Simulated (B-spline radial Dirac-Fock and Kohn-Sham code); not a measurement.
Relativistic shifts of the levels of Tb²⁴⁺

System: the Tb²⁴⁺ ion, [Kr] 4d5.

Both columns are ΔSCF binding energies of the configuration average from a radial atomic solver: non-relativistic Hartree-Fock with a point nucleus, and Dirac-Fock with a finite nucleus and the Coulomb interaction alone, averaged over the two j levels with weights 2j+1.

```tsv
shell	Hartree-Fock (eV)	Dirac-Fock (eV)	shift (eV)	shift (%)
1s	49796.0	52994.8	+3198.77	+6.42
2s	8688.9	9515.4	+826.56	+9.51
2p	8291.3	8556.1	+264.79	+3.19
3s	2534.0	2732.3	+198.31	+7.83
3p	2356.7	2427.6	+70.89	+3.01
3d	2030.4	2016.3	-14.11	-0.69
4s	1026.8	1083.8	+56.99	+5.55
4p	949.0	969.8	+20.83	+2.20
4d	820.7	818.5	-2.22	-0.27
```

Relativity binds 1s, 2s, 2p, 3s, 3p, 4s, 4p more strongly, among those listed most of all 2s in relative terms, and 3d, 4d more weakly, because the contracted s and p shells screen the nucleus better.

Values without a named source are computed, but for edge energies of neutral atoms, which are taken from tables.
